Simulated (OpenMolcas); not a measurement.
**4d along the 37-electron sequence**

```json
{"Program": "OpenMolcas", "Method": "SS-RASPT2, IPEA 0.25 Eh, imaginary shift 0.1 Eh", "Basis": "ANO-RCC-VQZP", "Scalar Hamiltonian": "DKH2, point nucleus", "Spin-orbit coupling": "state interaction with AMFI integrals over the reference wave functions, term energies averaged over their components"}
```

Active space for each ion: 7 electrons in 8 orbitals (RAS1 4p, at most 2 holes; RAS2 4d); closed shells correlated by CASPT2: 4s.

Computed levels in cm-1 above ²D_3/2:

```json
{"Level": "²D_5/2", "Nb4+": "2008", "Mo5+": "2645", "Tc6+": "3385", "Ru7+": "4294"}
{"Level": "weight of ²D in the lowest level (%)", "Nb4+": "100", "Mo5+": "100", "Tc6+": "100", "Ru7+": "100"}
```

Measured, with the error of the calculation in %. Measured levels: Nb4+ from Moore, Atomic Energy Levels, vol. II, NSRDS-NBS 35 (1971 reprint of NBS Circular 467, 1952); Mo5+ from Sugar and Musgrove, J. Phys. Chem. Ref. Data 17, 155 (1988).

```
 Level         Nb4+         Mo5+
²D_5/2  1870 (+7.4)  2584 (+2.4)
```

The fine-structure level ²D_5/2 changes by a factor of 2.14 from Nb4+ to Ru7+. Its fourth root runs 6.69, 7.17, 7.63, 8.09, with steps per unit of Z of 0.48, 0.46, 0.47; equal steps would mean a (Z - σ)^4 law with constant σ.

Active for correlation alone: 4p; no level in the range computed is led by a configuration that opens it, so any true level of that kind is missing. Measured partners are found by configuration, term and J. A level has none where our copy of the source lacks it or the pairing is in doubt (some pairs that miss far off the trend of their configuration count as doubtful), and it then counts in no deviation. Only configurations of the active space appear.
